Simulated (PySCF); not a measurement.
**Excitation energy of Mg by level of theory**

Mg [Ne] 3s2 (1S) → Mg [Ne] 3s1 3d1 (3D), as a difference of total energies. All numbers are calculated (PySCF 2.14, no relativity, point nucleus, in aug-cc-pCVTZ (8s7p5d3f, 75 functions)). Correlated levels: valence: [Ne] frozen. The calculations carry no spin-orbit coupling.

```
           method  excitation energy (eV)  error (eV)
              UHF                   5.669      -0.277
    MP2 (valence)                   6.217      +0.271
SCS-MP2 (valence)                   6.413      +0.467
   CCSD (valence)                   6.400      +0.454
```

Reference: 5.946 eV (measured; NIST levels, between the centres of gravity of the two terms).

Errors of the correlated levels include the incompleteness of this basis and the frozen core.

The promoted electron is Rydberg-like, and one or two diffuse shells describe it only roughly, which tends to raise the upper state.

With two correlated electrons CCSD is exact in that space.
